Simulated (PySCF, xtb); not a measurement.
BBr₂, SMILES Br[B+]Br, charge +1.

The structure is a stationary point at TPSSh-D3(BJ)/def2-TZVP.

These are PySCF 2.14.0 with IEF-PCM-ωB97X/def2-SVP values and carry that method's errors.

The values are the electrostatic part of the solvation free energy, E(continuum) − E(gas) at the gas-phase geometry, in a cavity of scaled van der Waals radii (PySCF's table); cavitation and dispersion terms are not included. In vacuum the orbital gap is 11.90 eV.

```csv
solvent,ε,ΔG(elec) (kcal/mol),gap (eV)
water,78.36,-57.2,11.94
toluene,2.37,-33.5,11.92
2-propanol,19.26,-54.9,11.94
```

For comparison, GFN2-xTB/ALPB(water) (xtb, at the GFN2-xTB geometry, all terms of that model) gives -43.7 kcal/mol.
